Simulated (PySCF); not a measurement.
## Working out the ionisation energy of Ni

Ni [Ar] 3d8 4s2 (3F) → Ni⁺ [Ar] 3d9 (2D). Calculation: PySCF 2.14, in def2-SVP; the non-relativistic Hamiltonian (point nucleus). Frozen: [Ar]. Energies in hartree (1 hartree = 27.21139 eV):

| part | Ni (lower) | Ni⁺ (upper) |
| --- | --- | --- |
| UHF | -1506.643119 | -1506.345359 |
| MP2 opposite-spin | -0.119102 | -0.144582 |
| MP2 same-spin | -0.065439 | -0.087982 |

Task: What does Hartree-Fock give?

Result: (-1506.345359) − (-1506.643119) = 0.297760 hartree = 8.102 eV.

Task: What do MP2 and SCS-MP2 (6/5 opposite-spin, 1/3 same-spin) give?

Result: The opposite-spin parts differ by -0.693 eV and the same-spin parts by -0.613 eV. MP2: 8.102 + (-0.693) + (-0.613) = 6.796 eV. SCS-MP2: 8.102 + 1.2 × (-0.693) + (-0.613)/3 = 7.066 eV.

Reference: 7.640 eV (measured; NIST Atomic Spectra Database, ionization energies), between the lowest levels; spin-orbit coupling is absent from the calculation.

The calculation is non-relativistic.

A double-zeta basis recovers only part of the correlation energy.

What remains against the reference includes basis incompleteness, the frozen core and correlation beyond second order.
